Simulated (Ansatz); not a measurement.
Ansatz (a program for electronic structure) input file for C6H4Cl, SMILES c1c(c[c]cc1)Cl, multiplicity 2, ωB97X-V/def2-SVPD. Geometry optimised at B3LYP-D3(BJ)/def2-SVP. The isomer is the one that the SMILES or the coordinates give; other isomers of the formula were not compared.

Ansatz 0.2 input:
```yaml
crystal:
  periodic: [false, false, false]
  atoms:
    - {symbol: Cl, position_ang: [-0.06482019, 2.22313332, 0.00000000]}
    - {symbol: C, position_ang: [0.02441607, 0.47760406, 0.00000000]}
    - {symbol: C, position_ang: [1.28359913, -0.14695186, 0.00000000]}
    - {symbol: C, position_ang: [1.26572090, -1.52440540, 0.00000000]}
    - {symbol: C, position_ang: [0.14755611, -2.33118619, 0.00000000]}
    - {symbol: C, position_ang: [-1.09258223, -1.66970672, 0.00000000]}
    - {symbol: C, position_ang: [-1.15665115, -0.27328199, 0.00000000]}
    - {symbol: H, position_ang: [2.20012900, 0.44643834, 0.00000000]}
    - {symbol: H, position_ang: [0.20608531, -3.42225640, 0.00000000]}
    - {symbol: H, position_ang: [-2.01855291, -2.25122958, 0.00000000]}
    - {symbol: H, position_ang: [-2.11807105, 0.24134974, 0.00000000]}
basis:
  gaussian:
    orbitals: def2-SVPD
hamiltonian:
  xc: {name: wB97X-V}
magnetization: {spin_polarized: true, initial_magnetization: 1}
```

Log of the run:

```
WARN ansatz: RAYON_NUM_THREADS=2 ignored (pool sized by the plan → 2); use --threads N
Functional definition: wB97X-V
integrals: 0.17 GiB planned
1546 factors; their error is unknown
integrals: 0.20 GiB planned
537 factors; integrals over basis functions are off by at most 2.4e-5 eV
mean field: 2.13 GiB planned
mean field evaluation 1: about -18793.0362 eV, gradient 2.2e1 eV
mean field evaluation 2: about -18794.5847 eV, gradient 1.5e1 eV
mean field evaluation 4: about -18795.6960 eV, gradient 1.6e0 eV
mean field evaluation 8: about -18795.7217 eV, gradient 1.1e-1 eV
mean field evaluation 16: about -18795.7051 eV, gradient 2.4e-3 eV
mean field -18795.70514211 eV, -690.7294237861 hartree, gradient 8.5e-5 eV, S^2 0.759592; 0 other end points of the search recorded, 0 dependent functions left out
reference -18795.70514023 eV, -690.7294237169 hartree; 29, 28 occupied and 150, 151 virtual orbitals, 1546 factors
Total energy: -18795.70514023 eV, -690.7294237169 hartree
```

The calculation finished and met its thresholds.
